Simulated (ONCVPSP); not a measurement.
Varying the ONCV potential for antimony (Sb)

Base potential:

| Property | Result |
| --- | --- |
| Element | Sb (Z = 51) |
| Generator | ONCVPSP 4.0.1 |
| Type | optimised norm-conserving Vanderbilt (ONCV) |
| Functional | LDA (Perdew-Zunger) |
| Relativity | non-relativistic |
| Frozen core | [Kr] |
| Valence charge | 15 |
| Reference configuration | 4d10 5s2 5p3 |
| Partial waves | 5s: rc 1.70 bohr, ncon 5, nbas 10, qcut 3.9 1/bohr, 2 projectors, debl 3.3 Ha; 5p: rc 2.55 bohr, ncon 4, nbas 8, qcut 3.9 1/bohr, 2 projectors, debl 1.3 Ha; 4d: rc 1.20 bohr, ncon 4, nbas 9, qcut 11.2 1/bohr, 2 projectors, debl 2.5 Ha |
| Local potential | polynomial inside 0.95 bohr (lpopt 4, dvloc0 0 Ha) |
| Core correction | Teter function, fcfact 3.75, rcfact 1 |

Cutoffs, loose and tight: the cutoffs (Ha) at which the residual kinetic energy of the hardest occupied pseudo-wave falls to 1 and 0.1 mHa per electron. They do not see the model core or the augmentation charge, which bear on the density cutoff. Test errors are all-electron minus pseudo excitation energies from the reference, over the configurations 4d10 5s2 5p2; 4d10 5s2 5p1; 4d10 5s2 5p0; 4d10 5s1 5p4. A dash means not determined; rows that change the core or the reference have their own tests.

A true bound ghost makes a file unfit for plane-wave use even where its test errors are small: the radial tests pick states by their node count and pass the ghost by.

| change | outcome | cutoff, loose | cutoff, tight | bound ghosts | GHOST(+) flags above zero | largest test error (meV) |
| --- | --- | --- | --- | --- | --- | --- |
| base | generated | 83 Ha | 103 Ha | s, p | s | +1.2 |
| d: nproj 0; local potential the d channel | generated | 83 Ha | 103 Ha | s, p | s | +1.2 |
| s: qcut 5.4; p: qcut 5.4; d: qcut 15.5 | failed: ERROR pspot: first pseudo wave function has node, program will stop | – | – | – | – | – |
| d: ncon 3, nbas 8 | generated | 83 Ha | 103 Ha | s, p | s | +1.2 |
| s: qcut 5.5 | failed: ERROR pspot: first pseudo wave function has node, program will stop | – | – | – | – | – |
| s: rc 2.16 | failed: ERROR pspot: first pseudo wave function has node, program will stop | – | – | – | – | – |
| functional PBEsol | generated | 82 Ha | 103 Ha | s, p | s | -18 |
| p: nbas 9 | generated | 83 Ha | 103 Ha | s, p | s | -2.4 |
| s: nproj 3 | generated | 83 Ha | 103 Ha | s, p | s | +1.9 |
| core correction Teter function, fcfact 4.25, rcfact 1.35 | generated | 83 Ha | 103 Ha | s, p | s | +0.7 |
| core correction Teter function, fcfact 6.7, rcfact 1 | generated | 83 Ha | 103 Ha | s, p | s | +1.1 |

Problem. What comes out with this change to the base: p: debl 4.85?

Solution. outcome: generated; cutoff, loose: 83 Ha; cutoff, tight: 103 Ha; bound ghosts: s; GHOST(+) flags above zero: s, p; largest test error (meV): +3.4.
